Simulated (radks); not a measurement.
Results of a calculation; reference values are marked as such.
Spherical quantum dot in the effective-mass picture: electrons in a hard-walled sphere of radius 3.35, all in effective atomic units (hartree* = m*/eps^2 hartree, bohr* = eps/m* bohr), one dielectric constant everywhere. Level of theory: non-relativistic Kohn-Sham, r2SCAN, spin-polarised, spherical densities, generalised Kohn-Sham scheme (a radial shooting solver with Libxc functionals). Levels are named by radial order and angular momentum (1s, 1p, 1d, 2s, ...), and open shells are averaged over m.

N = 12, configuration 1s2 1p6 1d(up 4, down 0). This is the lowest configuration that the search found. Occupied and some empty levels:

level,occupation,eigenvalue (hartree*),<r> (bohr*)
1s up,1,5.0066,2.099
1s down,1,5.0946,2.058
1p up,3,5.2961,2.229
1p down,3,5.4053,2.209
1d up,4,5.7667,2.330
1d down,0,5.8938,2.323
1f up,0,6.3918,2.411
1f down,0,6.5319,2.409
2s up,0,6.5485,1.527
2s down,0,6.6103,1.570
2p up,0,7.3814,1.766
2p down,0,7.4495,1.779

Energy (hartree*): total 37.6592, kinetic 13.406, external 0, Hartree 29.384, exchange-correlation -5.1308.
